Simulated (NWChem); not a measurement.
**Correlation energy of dimethyl selenide (C2H6Se)**

```xyz
9

C     -1.4564     0.0000     0.8124
Se     0.0000     0.0000    -0.4703
C      1.4564     0.0000     0.8124
H     -1.4246     0.9007     1.4415
H     -2.3925     0.0000     0.2375
H     -1.4246    -0.9007     1.4415
H      1.4246     0.9007     1.4415
H      2.3925     0.0000     0.2375
H      1.4246    -0.9007     1.4415
```
Charge 0, spin multiplicity 1.

Everything below was run with NWChem. The geometry was optimised at PBE0/def2-SVP, a minimum by its harmonic frequencies.

Basis set: def2-SVP. Each correlation energy counts from its own Hartree-Fock reference.

The Hamiltonian is non-relativistic. The correlated methods keep 11 core orbitals frozen. No row is a measurement; the coupled-cluster row has its own basis-set and correlation limits.

Problem. One of these methods gave a correlation energy of -579.4 mHa. Which?
(A) SCS-MP2
(B) CCSD
(C) MP2
(D) CR-CCSD(T)

Solution. D, CR-CCSD(T). The others give -567.5 (CCSD), -532.0 (MP2), -520.4 (SCS-MP2).
